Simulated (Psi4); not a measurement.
CH$_{3}$S, doublet, geometry from GFN2-xTB; HF/6-31G* (Psi4 1.11).

Input for Psi4:
```
memory 2 GB

molecule mol {
0 2
C     0.014372    1.104672    0.007322
S    -0.008943   -0.687398   -0.004556
H     1.047193    1.443295    0.025968
H    -0.509369    1.457806    0.892039
H    -0.480964    1.469242   -0.889039
}

set {
  basis 6-31g*
  reference uhf
  scf_type pk
  puream true
  d_convergence 1e-8
}

energy('scf')
print_variables()
```

What the program printed (banner, timings and long lists left out):

```
   => Loading Basis Set <=

    Name: 6-31G*
    Role: ORBITAL
    Keyword: BASIS

         ---------------------------------------------------------
                                   SCF
               by Justin Turney, Rob Parrish, Andy Simmonett
                          and Daniel G. A. Smith
                              UHF Reference
         ---------------------------------------------------------

  ==> Geometry <==

    Molecular point group: c1
    Full point group: C1

    Geometry (in Angstrom), charge = 0, multiplicity = 2:

       Center              X                  Y                   Z               Mass
    ------------   -----------------  -----------------  -----------------  -----------------
         C            0.015566949429     1.196530336563     0.007930697696    12.000000000000
         S           -0.007748050571    -0.595539663437    -0.003947302304    31.972071174400
         H            1.048387949429     1.535153336563     0.026576697696     1.007825032230
         H           -0.508174050571     1.549664336563     0.892647697696     1.007825032230
         H           -0.479769050571     1.561100336563    -0.888430302304     1.007825032230

  Running in c1 symmetry.

  Rotational constants: A =      5.27129  B =      0.45101  C =      0.45101 [cm^-1]
  Rotational constants: A = 158029.43299  B =  13520.95928  C =  13520.95889 [MHz]
  Nuclear repulsion =   48.678275947036440

  Charge       = 0
  Multiplicity = 2
  Electrons    = 25
  Nalpha       = 13
  Nbeta        = 12

  ==> Algorithm <==

  SCF Algorithm Type is PK.
  DIIS enabled.
  MOM disabled.
  Fractional occupation disabled.
  Guess Type is SAD.
  Energy threshold   = 1.00e-06
  Density threshold  = 1.00e-08
  Integral threshold = 1.00e-12

  ==> Primary Basis <==

  Basis Set: 6-31G*
    Blend: 6-31G*
    Number of shells: 20
    Number of basis functions: 38
    Number of Cartesian functions: 40
    Spherical Harmonics?: true
    Max angular momentum: 2

  ==> Integral Setup <==

  Using in-core PK algorithm.
   Calculation information:
      Number of atoms:                   5
      Number of AO shells:              20
      Number of primitives:             54
      Number of atomic orbitals:        40
      Number of basis functions:        38

      Integral cutoff                 1.00e-12
      Number of threads:                 1

  Performing in-core PK
  Using 549822 doubles for integral storage.
  We computed 21930 shell quartets total.
  Whereas there are 22155 unique shell quartets.

  ==> DiskJK: Disk-Based J/K Matrices <==

    J tasked:                  Yes
    K tasked:                  Yes
    wK tasked:                  No
    Schwarz Cutoff:          1E-12

  Minimum eigenvalue in the overlap matrix is 1.9723420832E-02.
  Reciprocal condition number of the overlap matrix is 4.4029506912E-03.
    Using symmetric orthogonalization.

  ==> Pre-Iterations <==

  SCF Guess: Superposition of Atomic Densities via on-the-fly atomic UHF (no occupation information).

   -------------------------
    Irrep   Nso     Nmo
   -------------------------
     A         38      38
   -------------------------
    Total      38      38
   -------------------------

  ==> Iterations <==

                        Total Energy        Delta E     RMS |[F,P]|

   @UHF iter SAD:  -436.49690186494178   -4.36497e+02   0.00000e+00
   @UHF iter   1:  -437.05836021864587   -5.61458e-01   5.17554e-03 DIIS/ADIIS
   @UHF iter   2:  -437.09385948755664   -3.54993e-02   1.61284e-03 DIIS/ADIIS
   @UHF iter   3:  -437.09826220575468   -4.40272e-03   6.21416e-04 DIIS/ADIIS
   @UHF iter   4:  -437.09907152009663   -8.09314e-04   2.07976e-04 DIIS/ADIIS
   @UHF iter   5:  -437.09914414246163   -7.26224e-05   6.81737e-05 DIIS
   @UHF iter   6:  -437.09915356671394   -9.42425e-06   2.00875e-05 DIIS
   @UHF iter   7:  -437.09915444200317   -8.75289e-07   6.82829e-06 DIIS
   @UHF iter   8:  -437.09915456666499   -1.24662e-07   3.13084e-06 DIIS
   @UHF iter   9:  -437.09915460346656   -3.68016e-08   1.38311e-06 DIIS
   @UHF iter  10:  -437.09915461194277   -8.47621e-09   4.82689e-07 DIIS
   @UHF iter  11:  -437.09915461291268   -9.69919e-10   1.39704e-07 DIIS
   @UHF iter  12:  -437.09915461298289   -7.02016e-11   4.02086e-08 DIIS
   @UHF iter  13:  -437.09915461298823   -5.34328e-12   1.73670e-08 DIIS
   @UHF iter  14:  -437.09915461298976   -1.53477e-12   1.11239e-08 DIIS
   @UHF iter  15:  -437.09915461299136   -1.59162e-12   1.05315e-08 DIIS
   @UHF iter  16:  -437.09915461299204   -6.82121e-13   1.04828e-08 DIIS
   @UHF iter  17:  -437.09915461299300   -9.66338e-13   1.04790e-08 DIIS
   @UHF iter  18:  -437.09915461299391   -9.09495e-13   1.04784e-08 DIIS
   @UHF iter  19:  -437.09915461299488   -9.66338e-13   1.04783e-08 DIIS
   @UHF iter  20:  -437.09915461299613   -1.25056e-12   1.04783e-08 DIIS
   @UHF iter  21:  -437.09915461299613    0.00000e+00   1.04783e-08 DIIS
   @UHF iter  22:  -437.09915461299630   -1.70530e-13   1.04783e-08 DIIS
   @UHF iter  23:  -437.09915461299607    2.27374e-13   1.04783e-08 DIIS
   @UHF iter  24:  -437.09915461299619   -1.13687e-13   1.04783e-08 DIIS
   @UHF iter  25:  -437.09915461299596    2.27374e-13   1.04783e-08 DIIS
   @UHF iter  26:  -437.09915461299613   -1.70530e-13   1.04783e-08 DIIS
   @UHF iter  27:  -437.09915461299596    1.70530e-13   1.04783e-08 DIIS
   @UHF iter  28:  -437.09915461299641   -4.54747e-13   1.04783e-08 DIIS
   @UHF iter  29:  -437.09915461299573    6.82121e-13   1.04783e-08 DIIS
   @UHF iter  30:  -437.09915461299425    1.47793e-12   1.04783e-08 DIIS
   @UHF iter  31:  -437.09915461298385    1.04023e-11   1.04782e-08 DIIS
   @UHF iter  32:  -437.09915461296072    2.31353e-11   1.04779e-08 DIIS
   @UHF iter  33:  -437.09915461257197    3.88752e-10   1.05154e-08 DIIS
   @UHF iter  34:  -437.09915461235369    2.18279e-10   1.07534e-08 DIIS
   @UHF iter  35:  -437.09915461076480    1.58889e-09   2.96262e-08 DIIS
[...]
   @UHF iter  43:  -437.09915460442119   -5.76961e-10   4.01447e-07 DIIS
   @UHF iter  44:  -437.09915459427134    1.01498e-08   1.44136e-06 DIIS
   @UHF iter  45:  -437.09915460809941   -1.38281e-08   1.25503e-07 DIIS
   @UHF iter  46:  -437.09915460936196   -1.26255e-09   1.03677e-07 DIIS
   @UHF iter  47:  -437.09915460907064    2.91323e-10   7.83395e-08 DIIS
   @UHF iter  48:  -437.09915460854319    5.27450e-10   8.53625e-08 DIIS
   @UHF iter  49:  -437.09915460724710    1.29609e-09   8.60749e-08 DIIS
   @UHF iter  50:  -437.09915450465149    1.02596e-07   6.89799e-06 DIIS
   @UHF iter  51:  -437.09915459996137   -9.53099e-08   4.10885e-07 DIIS
   @UHF iter  52:  -437.09915459738920    2.57216e-09   3.16629e-07 DIIS
   @UHF iter  53:  -437.09915447538259    1.22007e-07   7.75879e-06 DIIS
   @UHF iter  54:  -437.09915442569411    4.96885e-08   9.63148e-06 DIIS
   @UHF iter  55:  -437.09915454541027   -1.19716e-07   4.06152e-06 DIIS
   @UHF iter  56:  -437.09915453334463    1.20656e-08   3.96961e-06 DIIS
   @UHF iter  57:  -437.09915448806044    4.52842e-08   6.51230e-06 DIIS
   @UHF iter  58:  -437.09915443350724    5.45532e-08   8.70422e-06 DIIS
   @UHF iter  59:  -437.09915441302445    2.04828e-08   9.44068e-06 DIIS
   @UHF iter  60:  -437.09915428952422    1.23500e-07   1.29689e-05 DIIS
   @UHF iter  61:  -437.09915446492113   -1.75397e-07   7.47512e-06 DIIS
   @UHF iter  62:  -437.09915266786982    1.79705e-06   3.54737e-05 DIIS
   @UHF iter  63:  -437.09915409565536   -1.42779e-06   1.71736e-05 DIIS
   @UHF iter  64:  -437.09915426174615   -1.66091e-07   1.35967e-05 DIIS
   @UHF iter  65:  -437.09915410054867    1.61197e-07   1.70887e-05 DIIS
   @UHF iter  66:  -437.09915456156148   -4.61013e-07   1.41954e-06 DIIS
   @UHF iter  67:  -437.09915455955507    2.00640e-09   3.76306e-07 DIIS
   @UHF iter  68:  -437.09915454642135    1.31337e-08   1.01356e-06 DIIS
   @UHF iter  69:  -437.09915451679751    2.96238e-08   3.48425e-06 DIIS
   @UHF iter  70:  -437.09915449657836    2.02191e-08   4.35636e-06 DIIS
   @UHF iter  71:  -437.09915448604016    1.05382e-08   4.78086e-06 DIIS
   @UHF iter  72:  -437.09915448487379    1.16637e-09   4.81213e-06 DIIS
   @UHF iter  73:  -437.09915452805279   -4.31790e-08   6.94040e-07 DIIS
   @UHF iter  74:  -437.09915400163140    5.26421e-07   1.85639e-05 DIIS
   @UHF iter  75:  -437.09915390876779    9.28636e-08   2.01684e-05 DIIS
   @UHF iter  76:  -437.09915406440348   -1.55636e-07   1.73803e-05 DIIS
   @UHF iter  77:  -437.09915348224689    5.82157e-07   2.63735e-05 DIIS
   @UHF iter  78:  -437.09915422295006   -7.40703e-07   1.39983e-05 DIIS
   @UHF iter  79:  -437.09915449288496   -2.69935e-07   3.93504e-06 DIIS
   @UHF iter  80:  -437.09915447521882    1.76661e-08   4.88670e-06 DIIS
   @UHF iter  81:  -437.09915447633523   -1.11640e-09   4.69067e-06 DIIS
   @UHF iter  82:  -437.09915448613270   -9.79747e-09   3.90785e-06 DIIS
   @UHF iter  83:  -437.09915446325215    2.28806e-08   5.48502e-06 DIIS
   @UHF iter  84:  -437.09915450849184   -4.52397e-08   7.98378e-07 DIIS
   @UHF iter  85:  -437.09915449801281    1.04790e-08   2.58242e-06 DIIS
   @UHF iter  86:  -437.09915450541325   -7.40044e-09   1.29134e-06 DIIS
   @UHF iter  87:  -437.09915450558822   -1.74964e-10   1.13440e-06 DIIS
   @UHF iter  88:  -437.09915450735900   -1.77079e-09   7.86925e-08 DIIS
   @UHF iter  89:  -437.09915450678648    5.72527e-10   5.34167e-07 DIIS
   @UHF iter  90:  -437.09915450716846   -3.81988e-10   1.27073e-07 DIIS
   @UHF iter  91:  -437.09915450718734   -1.88720e-11   1.71097e-08 DIIS
   @UHF iter  92:  -437.09915450718773   -3.97904e-13   7.05508e-09 DIIS
  Energy and wave function converged.

  ==> Post-Iterations <==

   @Spin Contamination Metric:   8.288571394E-03
   @S^2 Expected:                7.500000000E-01
   @S^2 Observed:                7.582885714E-01
   @S   Expected:                5.000000000E-01
   @S   Observed:                5.000000000E-01

    Orbital Energies [Eh]
    ---------------------

    Alpha Occupied:

[...]
      13A     -0.367483

    Alpha Virtual:

[...]
      38A      2.558090

    Beta Occupied:

[...]
    Beta Virtual:

[...]
    Final Occupation by Irrep:
              A
    DOCC [    12 ]
    SOCC [     1 ]
    NA   [    13 ]
    NB   [    12 ]

  @UHF Final Energy:  -437.09915450718773

   => Energetics <=

    Nuclear Repulsion Energy =             48.6782759470364397
    One-Electron Energy =                -699.1303963843458860
    Two-Electron Energy =                 213.3529659301217123
    Total Energy =                       -437.0991545071876772

  UHF NO Occupations:
  HONO-2 :   11  A 1.9997271
  HONO-1 :   12  A 1.9964374
  HONO-0 :   13  A 1.0000000
  LUNO+0 :   14  A 0.0035626
  LUNO+1 :   15  A 0.0002729
  LUNO+2 :   16  A 0.0002118
  LUNO+3 :   17  A 0.0000816

Computation Completed

Properties will be evaluated at   0.000000,   0.000000,   0.000000 [a0]

Properties computed using the SCF density matrix

 Multipole Moments:

 ------------------------------------------------------------------------------------
     Multipole            Electronic (a.u.)      Nuclear  (a.u.)        Total (a.u.)
 ------------------------------------------------------------------------------------

 L = 1.  Multiply by 2.5417464519 to convert [e a0] to [Debye]
 Dipole X            :         -0.0329906            0.0564607            0.0234701
 Dipole Y            :         -3.6508924            4.3396907            0.6887983
 Dipole Z            :         -0.0240165            0.0287644            0.0047478
 Magnitude           :                                                    0.6892144

 ------------------------------------------------------------------------------------

  Variable Map:
  ----------------------------------------------------------------------------
[...]
  Array Variable Map:
  ----------------------------------------------------------------------------
[...]
[...]
```
